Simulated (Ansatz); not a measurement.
One change: `OC(F)(Cl)Br` becomes `OC(F)(Br)[TeH]`.

Ansatz, PBE0-D4/def2-TZVP geometries, multiplicity 1. Each molecule was computed in one conformer, which needn't be the lowest.

Elements past krypton have def2 core potentials. Scalar relativity is left out up to krypton.

| property | `OC(F)(Cl)Br` |
| --- | --- |
| HOMO energy (PBE0/def2-TZVPP) / eV | -8.57 |
| size of the dipole moment (PBE/def2-TZVPP) / D | 1.62 |
| HOMO–LUMO gap (ωB97M-V/def2-TZVPP) / eV | 11.99 |
| size of the dipole moment (B3LYP/def2-TZVPP) / D | 1.59 |
| HOMO–LUMO gap (B3LYP/def2-TZVPP) / eV | 6.99 |
| ideal-gas entropy at 298 K and 1 bar (rigid rotor, harmonic PBE0-D4/def2-TZVP) / J/(mol·K) | 326 |

Q: What does the change do to each property? (An estimate is asked.)

A: The calculation gave: 
```tsv
property	`OC(F)(Br)[TeH]`	shift
HOMO energy (PBE0/def2-TZVPP) / eV	-6.74	1.83
size of the dipole moment (PBE/def2-TZVPP) / D	1.92	0.30
HOMO–LUMO gap (ωB97M-V/def2-TZVPP) / eV	9.05	-2.94
size of the dipole moment (B3LYP/def2-TZVPP) / D	2.07	0.48
HOMO–LUMO gap (B3LYP/def2-TZVPP) / eV	4.57	-2.42
ideal-gas entropy at 298 K and 1 bar (rigid rotor, harmonic PBE0-D4/def2-TZVP) / J/(mol·K)	364	38
```

With PBE0 the HOMO rises by 1.83 eV and the LUMO falls by 0.71 eV, so the gap narrows by about 2.54 eV. PBE moves the HOMO by 1.56 eV and ωB97M-V by 1.96 eV. The zero-point energy changes by 14.4 kJ/mol with +3 modes. Dipoles are sizes alone; their direction can turn.

B3LYP here is the variant with VWN-RPA as its local correlation; programs differ in this.

Spin–orbit coupling is left out; it splits and shifts lone-pair levels of the heavy atoms by tenths of an eV.
